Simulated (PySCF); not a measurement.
## Working out the ionisation energy of B⁺

B⁺ [He] 2s2 (1S) → B²⁺ [He] 2s1 (2S). Calculation: PySCF 2.14, in def2-QZVPPD (8s4p4d2f1g, 63 functions); no relativity, point nucleus. Frozen: nothing. Energies in hartree (1 hartree = 27.21139 eV):

```tsv
part	B⁺ (lower)	B²⁺ (upper)
UHF	-24.237528	-23.376017
MP2 opposite-spin	-0.054801	-0.016667
MP2 same-spin	-0.000689	-0.000361
```

**Question.** What does Hartree-Fock give?

**Answer.** (-23.376017) − (-24.237528) = 0.861511 hartree = 23.443 eV.

**Question.** What do MP2 and SCS-MP2 (6/5 opposite-spin, 1/3 same-spin) give?

**Answer.** The opposite-spin parts differ by 1.038 eV and the same-spin parts by 0.009 eV. MP2: 23.443 + (1.038) + (0.009) = 24.490 eV. SCS-MP2: 23.443 + 1.2 × (1.038) + (0.009)/3 = 24.692 eV.

Measured between the centres of the two terms (NIST): 25.155 eV, so MP2 (valence and next inner shell) is off by -0.665 eV.

What remains against the reference includes basis incompleteness and correlation beyond second order.
